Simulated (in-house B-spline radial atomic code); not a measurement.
Values are calculated unless marked as measured or tabulated.
Sb ion on Si atom: potential, deflection and energy transfer

The pair potential comes from two frozen, spherical free-atom densities (PBE, B-spline radial code, scalar-relativistic past argon): electrostatics plus the change in Thomas-Fermi kinetic and Dirac exchange energy where they overlap, the recipe behind the universal ZBL potential, which averages such potentials (from solid-state densities) over many pairs. It is written V = (Z1 Z2 e²/r) φ(r/a), with e² = 14.3996 eV·Å and a = 0.46850 Å/(Z1^0.23 + Z2^0.23); ZBL's fit is φ = 0.18175 e^(−3.1998x) + 0.50986 e^(−0.94229x) + 0.28022 e^(−0.4029x) + 0.02817 e^(−0.20162x). Where φ falls below 4e-4 it is continued as an exponential.

Masses 121.76 and 28.09 u.

```
x = r/a  φ, this pair     φ, ZBL
    0.1        0.8869     0.8928
   0.25        0.7639     0.7647
    0.5        0.6126     0.6096
      1         0.421     0.4164
    1.5        0.3042     0.2995
      2        0.2272     0.2218
      3        0.1356     0.1292
      4       0.08456    0.08026
      5       0.05536    0.05224
    6.5       0.03122    0.02914
      8       0.01814    0.01705
     10       0.00943   0.008778
     12      0.005287    0.00474
   14.5      0.002632   0.002328
     17      0.001291   0.001212
     20      0.000538  0.0005882
```

At x = 4 the electrostatic, kinetic and exchange parts are 369.21, 1754.41 and -126.29 eV. Find r, V and φ.

a = 0.46850/(2.4703 + 1.8349) = 0.10882 Å, so r = 0.43529 Å. V = 369.21 + 1754.41 + (-126.29) = 1997.33 eV. The bare repulsion is 51 × 14 × 14.3996/0.43529 = 23619 eV, so φ = 0.0846, +5.4 % against ZBL's 0.0803. The kinetic (Pauli) term is 88 % of V here.

The ion comes in at 50.4 keV with impact parameter 0.5441 Å. The scattering integral gives a centre-of-mass angle of 11.29° and a closest approach of 5.256 a. What are the reduced energy, the energy passed on and the laboratory angles?

ε = E a M2/(Z1 Z2 e² (M1 + M2)) = 50400 × 1.9841e-06 = 0.1. The most that one collision can pass on is γE with γ = 4 M1 M2/(M1 + M2)² = 0.6093. Here T = γE sin²(θ/2) = 0.6093 × 50400 × 0.009675 = 297.1 eV. The ion turns by arctan(sin θ/(cos θ + M1/M2)) = 2.1°, and the struck atom leaves at (180° − θ)/2 = 84.4°. The closest approach is 0.572 Å. With ZBL the angle would be 10.78° and T = 271.1 eV.
